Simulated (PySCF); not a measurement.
# SI: frontier orbitals

PBE at R = 2.311 Å; PySCF, spin-free X2C with a Gaussian nucleus, basis sets S x2c-TZVPPall, I x2c-TZVPPall. State: ²Π (doublet), unpaired electrons π ↑. Only the outer orbitals are listed, counted within each symmetry.

```tsv
spin	orbital	occ.	ε (eV)	on S (%)	main shells (%)
α	13σ	1	-19.54	44	54 I s, 39 S s
α	14σ	1	-16.19	55	54 S s, 41 I s
α	15σ	1	-9.58	52	46 S p, 45 I p
α	7π	1	-8.60	44	55 I p, 43 S p
α	7π	1	-8.02	33	67 I p, 31 S p
α	8π	1	-6.41	54	54 S p, 44 I p
α	8π	1	-5.65	65	66 S p, 32 I p
α	16σ	0	-3.15	47	46 I p, 46 S p
α	9π	0	3.65	29	70 I d, 27 S d
α	17σ	0	3.75	46	57 I d, 29 S p, 15 S d
β	13σ	1	-19.25	37	60 I s, 32 S s
β	14σ	1	-15.66	59	59 S s, 35 I s
β	15σ	1	-9.36	52	45 I p, 44 S p
β	7π	1	-7.93	26	73 I p, 25 S p
β	7π	1	-7.91	30	69 I p, 29 S p
β	8π	1	-5.44	68	68 S p, 30 I p
β	8π	0	-5.29	71	71 S p, 26 I p
β	16σ	0	-2.93	48	47 S p, 45 I p
β	17σ	0	4.03	53	51 I d, 36 S p, 13 S d
```

Question: Which are the highest filled and the lowest empty level, where do they sit, and how wide is the gap?

Answer: Highest filled β 8π at -5.44 eV (in %: 68 S p, 30 I p); lowest empty β 8π at -5.29 eV (in %: 71 S p, 26 I p); the gap at PBE is 0.15 eV. Both belong to one degenerate shell, split only by its one-sided filling, so this is no excitation gap.

```
bond order (Mayer)                             : 1.58
⟨S²⟩                                           : 0.753
charge on S (Mulliken, basis-dependent)        : -0.19
charge on S (Löwdin, basis-dependent)          : -0.20
dipole moment (positive dipole means S(−)I(+)) : 1.27 D
polarisability along the bond                  : 73.2 bohr³
polarisability across the bond                 : 32.2 bohr³
```

Spin–orbit coupling is left out. The state is the lowest determinant that a PBE0 search found; another state may lie lower at other levels.
